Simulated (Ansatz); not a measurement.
`CC(C)Br` and `CC(C)[O][InH2]` differ in one atom or group.

Ansatz, PBE0-D4/def2-TZVP geometries, multiplicity 1. Each molecule was computed in one conformer, which needn't be the lowest.

Elements past krypton have def2 core potentials. Scalar relativity is left out up to krypton.

```tsv
property	`CC(C)Br`
HOMO–LUMO gap (B3LYP/def2-TZVPP) / eV	7.38
LUMO energy (PBE/def2-TZVPP) / eV	-0.90
HOMO–LUMO gap (ωB97M-V/def2-TZVPP) / eV	12.20
ideal-gas entropy at 298 K and 1 bar (rigid rotor, harmonic PBE0-D4/def2-TZVP) / J/(mol·K)	314
HOMO–LUMO gap (PBE/def2-TZVPP) / eV	5.59
LUMO energy (B3LYP/def2-TZVPP) / eV	-0.14
```

(1) Give the same properties after the change, and the shifts. (Best estimate.)

Results:

(1) Computed: 
```tsv
property	`CC(C)[O][InH2]`	shift
HOMO–LUMO gap (B3LYP/def2-TZVPP) / eV	5.30	-2.08
LUMO energy (PBE/def2-TZVPP) / eV	-2.21	-1.31
HOMO–LUMO gap (ωB97M-V/def2-TZVPP) / eV	9.58	-2.62
ideal-gas entropy at 298 K and 1 bar (rigid rotor, harmonic PBE0-D4/def2-TZVP) / J/(mol·K)	383	69
HOMO–LUMO gap (PBE/def2-TZVPP) / eV	3.73	-1.86
LUMO energy (B3LYP/def2-TZVPP) / eV	-1.80	-1.66
```

With PBE0 the HOMO rises by 0.47 eV and the LUMO falls by 1.66 eV, so the gap narrows by about 2.13 eV. PBE moves the HOMO by 0.55 eV and ωB97M-V by 0.36 eV. The zero-point energy changes by 39.7 kJ/mol with +9 modes. Modes under 60 cm⁻¹, often nearly free rotors, make the harmonic entropy too high.

B3LYP here is the variant with VWN-RPA as its local correlation; programs differ in this.

Spin–orbit coupling is left out; it splits and shifts lone-pair levels of the heavy atoms by tenths of an eV.
